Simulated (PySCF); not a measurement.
C5H4O2S.
SMILES with atom numbers: `[O:1]=[C:2]([OH:3])[c:4]1[cH:5][cH:6][cH:7][s:8]1`

Cartesian coordinates in Å at the GFN2-xTB level; atoms count from 1:
```
atom  x, y, z in Å
O1     2.4147    1.0754   -0.4670
C2     1.8263    0.1365    0.0107
O3     2.4597   -0.8951    0.5963
C4     0.3799   -0.0178    0.0253
C5    -0.5438    0.8572   -0.4887
C6    -1.8630    0.4118   -0.3113
C7    -1.9232   -0.7895    0.3308
S8    -0.3775   -1.4030    0.7340
H9     3.4182   -0.7550    0.5659
H10   -0.2617    1.7759   -0.9694
H11   -2.7294    0.9543   -0.6438
H12   -2.7988   -1.3513    0.5912
```

NICS is the negative of the GIAO shielding at a point without a nucleus: at the ring centre (0) and 1 Å above and below it (1); zz is the component along the ring normal. Level: GIAO PBE0/pcSseg-1 (PySCF, non-relativistic, gas phase) on the GFN2-xTB geometry, one conformer.

Ring bond lengths (Å), with Mayer bond orders in brackets: C4–C5 1.372 (1.49), C5–C6 1.404 (1.31), C6–C7 1.364 (1.53), C7–S8 1.711 (1.20), S8–C4 1.731 (1.14).

Problem. Give the NICS values of each ring in ppm.

Solution. 
```tsv
ring	type	NICS(0)	NICS(1), two faces	NICS(1)zz, two faces	rms pucker (Å)	centre to ring atoms, mean (Å)
C4–C5–C6–C7–S8	5-membered ring with S; formal bonds all aromatic	-12.2	-11.3 / -11.3	-26.3 / -26.3	0.00	1.28
```

Problem. What can be read from them?

Solution. 
- C4–C5–C6–C7–S8: mean NICS(1)zz -26.3 ppm, shielded. For a flat ring without four-coordinate atoms the NICS criterion counts such a value as aromatic.

Problem. How equal are the bonds by HOMA? HOMA takes Krygowski's 1993 parameters.

Solution. 
- C4–C5–C6–C7–S8: HOMA 0.87; the largest term is that of S8–C4, α(R − Ropt)² = 0.27. The geometric and the magnetic index point the same way.

Problem. At the second NICS(1) probe listed for ring C4–C5–C6–C7–S8, 1 Å off the ring, what do the in-plane components average?

Solution. The isotropic value is a third of the trace: (3 × -11.3 − (-26.3))/2 = -3.8 ppm.

Problem. How shielded are the nuclei of the rings and their hydrogens (means over atoms taken as equivalent)?

Solution. 
| atoms | environment | σ isotropic (ppm) |
| --- | --- | --- |
| C4 | substituted aromatic carbon | 47.4 |
| C5 | aromatic CH carbon | 45.1 |
| C6 | aromatic CH carbon | 54.7 |
| C7 | aromatic CH next to a ring sulfur | 44.0 |
| S8 | thiophene-type sulfur | 259.6 |
| H10 | aromatic hydrogen | 23.50 |
| H11 | aromatic hydrogen | 24.39 |
| H12 | aromatic hydrogen | 24.25 |

Hardware: one thread of an Arm Neoverse V1 (shared host). Cost: 20 s. This is the whole shielding run at PBE0/pcSseg-1, SCF included.
